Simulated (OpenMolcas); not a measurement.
Lines of As⁺: computed and rescaled rates

```
Program             : OpenMolcas 26.06
Method              : CASSCF
Basis               : ANO-RCC-VQZP [7s6p4d2f1g]
Scalar Hamiltonian  : DKH2, point nucleus
Active space        : 2 electrons in 3 orbitals (4p)
State averaging     : 2S+1 = 3 even, 3 roots; 2S+1 = 1 even, 6 roots
Spin-orbit coupling : RASSI with atomic mean-field integrals over the reference wave functions, term energies averaged over their components
```

Rates come from the transition moments of the reference wave functions (E1 and E2 in the length form). At fixed line strength A goes as λ^-3 for E1 and M1 and as λ^-5 for E2, so a rate at the computed wavelength can be rescaled to the measured one. Measured vacuum wavelengths follow from level energies in NIST Handbook of Basic Atomic Spectroscopic Data. Branching counts decays inside the model space alone, at computed energies, and the table is only a selection of the E2 and M1 lines, drawn from those between levels with measured partners whose computed energy lies within a factor of 1.5 of the measured one.

```tsv
Upper	Lower	Type	λ computed (nm)	λ measured (nm)	A computed (s-1)	A rescaled (s-1)	Branching %
4s² 4p² ¹S₀	4s² 4p² ¹D₂	E2	628.7	799.8	7.51e+00	2.25e+00	54.1
4s² 4p² ¹S₀	4s² 4p² ³P₁	M1	363.8	464.4	5.97e+00		43.0
4s² 4p² ¹D₂	4s² 4p² ³P₂	M1	978.8	1324	4.41e-01		66.2
4s² 4p² ¹S₀	4s² 4p² ³P₂	E2	382.8	498.6	3.99e-01		2.9
4s² 4p² ¹D₂	4s² 4p² ³P₁	M1	863.3	1107	2.16e-01		32.5
4s² 4p² ³P₂	4s² 4p² ³P₁	M1	7316	6767	3.42e-02	4.32e-02	99.9
4s² 4p² ³P₁	4s² 4p² ³P₀	M1	11280	9403	1.25e-02	2.16e-02	100.0
4s² 4p² ¹D₂	4s² 4p² ³P₂	E2	978.8	1324	6.45e-03		1.0
```

Spin-changing lines and M1 lines between different terms are not rescaled, since their strength hangs on the term gaps too.

The largest correction is for 4s² 4p² ¹S₀ → 4s² 4p² ¹D₂ (E2): 7.51e+00 × (628.7 / 799.8)^5 = 2.25e+00 s-1, a factor of 0.30.

No measured rate stands beside these. Rescaling mends the energy factor alone: line strengths can still be far off where a level mixes with configurations outside the active space, and weak or spin-changing lines hang on small mixing coefficients that depend on the term gaps too, so rescaling need not improve them.

Without dynamic correlation excited terms often stand tens of per cent too high (terms of higher spin than the ground term too low), and those without a measured partner can miss by more than the paired ones. With the s shell closed, the reference lacks s² → p² mixing. Measured partners are found by configuration, term and J. A level has none where our copy of the source lacks it or the pairing is in doubt (some pairs that miss far off the trend of their configuration count as doubtful). Levels of configurations outside the active space are missing.
